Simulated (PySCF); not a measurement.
Electron correlation in Ne⁺ (neon, charge +1)

[He] 2s1 2p5 3d1, one real determinant (an excited configuration). Calculation: PySCF 2.14, in x2c-QZVPPall with one added diffuse shell each of s, p, d, f type (8s5p4d3f1g, 73 functions); the spin-free X2C one-electron Hamiltonian (Gaussian nucleus). Frozen: 1s2; 7 electrons correlated.

MP2 pair energies summed by pair of shells (mhartree):

| pair | energy | share (%) |
| --- | --- | --- |
| 2p-2p | -167.32 | 80.1 |
| 2s-2p | -26.16 | 12.5 |
| 2p-3d | -14.76 | 7.1 |
| 2s-3d | -0.57 | 0.3 |

Total MP2 correlation energy: -208.82 mhartree.

Same-spin part -46.68 and opposite-spin part -162.14 mhartree; SCS-MP2 scales them by 1/3 and 6/5 to -210.12 mhartree.

The reference is one real determinant that mixes LS terms of this configuration.
